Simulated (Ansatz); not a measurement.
## Ligand exchange: C5H10O + B(CH3)2(SH) → C5H10S + B(CH3)2(OH)

Species: C5H10O (cyclopentanol) `OC1CCCC1`, singlet; B(CH3)2(SH), singlet; C5H10S (cyclopentanethiol) `SC1CCCC1`, singlet; B(CH3)2(OH), singlet. The partners trade OH for SH: C–OH and B–SH bonds give way to C–SH and B–OH.

Shapes, held fixed at every level: PBE0-D4/def2-TZVP. Flexible molecules stand in one conformer, not always the lowest. Programs: Ansatz 0.2.0. The zero-point and thermal change to 298 K, harmonic and unscaled (PBE0-D4/def2-TZVP), is +0.4 kJ/mol.

```json
{"level": "r2SCAN0-D4/def2-TZVPP", "kind": "global hybrid", "ΔH(298 K) (kJ/mol)": "-77.7", "less CCSD(T)/CBS estimate": "+4.5"}
{"level": "wB97M-V/def2-TZVPP", "kind": "range-separated hybrid", "ΔH(298 K) (kJ/mol)": "-81.0", "less CCSD(T)/CBS estimate": "+1.2"}
{"level": "MP2/def2-SVP", "kind": "perturbation theory", "ΔH(298 K) (kJ/mol)": "-88.0", "less CCSD(T)/CBS estimate": "-5.8"}
{"level": "MP2/def2-TZVPP", "kind": "perturbation theory", "ΔH(298 K) (kJ/mol)": "-85.8", "less CCSD(T)/CBS estimate": "-3.6"}
{"level": "CCSD/def2-SVP", "kind": "coupled cluster or CI", "ΔH(298 K) (kJ/mol)": "-82.5", "less CCSD(T)/CBS estimate": "-0.3"}
{"level": "CCSD(T)/def2-TZVPP", "kind": "coupled cluster or CI", "ΔH(298 K) (kJ/mol)": "-80.9", "less CCSD(T)/CBS estimate": "+1.3"}
{"level": "CCSD(T)/CBS estimate", "kind": "coupled cluster or CI", "ΔH(298 K) (kJ/mol)": "-82.2", "less CCSD(T)/CBS estimate": "0.0"}
```

The highest level, CCSD(T)/CBS estimate, gives ΔH(298 K) = -82.2 kJ/mol; the levels span -88.0 to -77.7. The column of differences is taken from that level and isn't an error. No measured value is set beside it here. The CBS estimate extrapolates MP2 from def2-TZVPP and def2-QZVPP and adds CCSD(T) − MP2 in the triple-zeta set, cores frozen.
